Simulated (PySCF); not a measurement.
Si(F)3(SeH) (F3HSeSi), SMILES F[Si](F)(F)[SeH].

The structure is a stationary point at B3LYP-D3(BJ)/def2-SVP. This is a generated structure with no PubChem entry under its InChIKey; it may be hypothetical. Other conformers were not sampled.

Level of theory: PBE/def2-TZVP (PySCF).

Symmetry labels are those of the subgroup Cs that the program uses (full group Cs).

Computed valence orbital energies around the gap with their symmetry:
```json
[
 {"orbital": "HOMO−7", "symmetry": "A'", "energy (eV)": "-11.16"},
 {"orbital": "HOMO−6", "symmetry": "A\"", "energy (eV)": "-11.15"},
 {"orbital": "HOMO−5", "symmetry": "A'", "energy (eV)": "-10.79"},
 {"orbital": "HOMO−4", "symmetry": "A\"", "energy (eV)": "-10.53"},
 {"orbital": "HOMO−3", "symmetry": "A'", "energy (eV)": "-10.19"},
 {"orbital": "HOMO−2", "symmetry": "A\"", "energy (eV)": "-10.12"},
 {"orbital": "HOMO−1", "symmetry": "A'", "energy (eV)": "-8.88"},
 {"orbital": "HOMO", "symmetry": "A\"", "energy (eV)": "-6.84"},
 {"orbital": "LUMO", "symmetry": "A'", "energy (eV)": "-1.50"},
 {"orbital": "LUMO+1", "symmetry": "A'", "energy (eV)": "-1.13"},
 {"orbital": "LUMO+2", "symmetry": "A'", "energy (eV)": "0.11"},
 {"orbital": "LUMO+3", "symmetry": "A\"", "energy (eV)": "0.39"}
]
```
